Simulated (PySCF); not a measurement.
How methods differ on the excitation energy of Kr²⁺

Kr²⁺ [Ar] 3d10 4s2 4p4 (3P) → Kr²⁺ [Ar] 3d10 4s1 4p5 (3P), as a difference of total energies. Calculation: PySCF 2.14, in x2c-TZVPPall; scalar relativity by spin-free X2C-1e. Correlated levels: valence: [Ar] 3d10 frozen. The calculations carry no spin-orbit coupling.

```tsv
method	excitation energy (eV)
UHF	16.722
MP2 (valence)	15.498
SCS-MP2 (valence)	15.334
CCSD (valence)	14.479
CCSD(T) (valence)	14.154
CCSDT (valence)	14.136
```

**Question.** How much does correlation contribute at CCSD(T) (valence)?

**Answer.** 14.154 − (16.722) = -2.568 eV, measured against UHF.

A first-order spin-orbit estimate (lowest level to lowest level, LS coupling) adds -0.011 eV.

The coupled-cluster amplitudes are large for the upper state (T1 above 0.03 or a double amplitude above 0.15), so a single reference is strained.
